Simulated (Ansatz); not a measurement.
`[F][GeH2][F]` → `[F][GeH][F]`• + H• at 500 K and 1 bar (homolysis of the Ge–H bond).

Computed with Ansatz on PBE0-D4/def2-TZVP structures; ΔE is electronic, products minus reactants. CCSD(T)/CBS adds triple-zeta CCSD(T) − MP2 to the extrapolated MP2 energy (def2 sets, frozen cores). This one scheme is used for every species, atoms too. No spin–orbit coupling; open shells (•) take unrestricted orbitals. For Ge outer-core shells are correlated without core-valence functions, so the limit isn't a true one: a few kJ/mol of doubt a bond, and 10 to 20 or more in all where bonds break to atoms. Scalar relativity is left out up to krypton.

```csv
species,CCSD(T)/CBS energy (Eh),H − E (kJ/mol),S (J/(mol·K))
`[F][GeH2][F]`,-2276.96403,81.0,313.2
`[F][GeH][F]`•,-2276.31615,54.3,318.8
H•,-0.50000,10.4,125.5
```

H − E and S are ideal-gas, rigid-rotor, harmonic terms from PBE0-D4/def2-TZVP, with the whole ground term of open shells counted as degenerate. 1 Eh = 2625.50 kJ/mol, R = 8.31446 J/(mol·K).

By hand: ΔE, ΔH, ΔS and ΔG.

ΔE = (-2276.31615) + (-0.50000) − (-2276.96403) = 0.14788 Eh = 388.3 kJ/mol. Δ(H − E) = 54.3 + 10.4 − 81.0 = -16.3, so ΔH = 372.0 kJ/mol. ΔS = 318.8 + 125.5 − 313.2 = 131.1 J/(mol·K). ΔG = 372.0 − 500 × (131.1)/1000 = 306.4 kJ/mol.

By hand: the equilibrium constant, and the temperature at which ΔG would vanish if ΔH and ΔS stayed fixed.

log₁₀ K = −ΔG/(RT ln 10) = -32.0. ΔG = 0 at ΔH/ΔS = 2838 K, far beyond where these terms or the molecules hold.

The number of gas molecules changes by +1, which sets the sign of ΔS. A doubt of 5 kJ/mol in ΔE shifts log₁₀ K by 0.5 here. These are equilibria of isolated gas molecules and say nothing of rates. Largest T1 diagnostic: 0.015 (customary marks: 0.02 for closed shells, 0.045 for open ones).
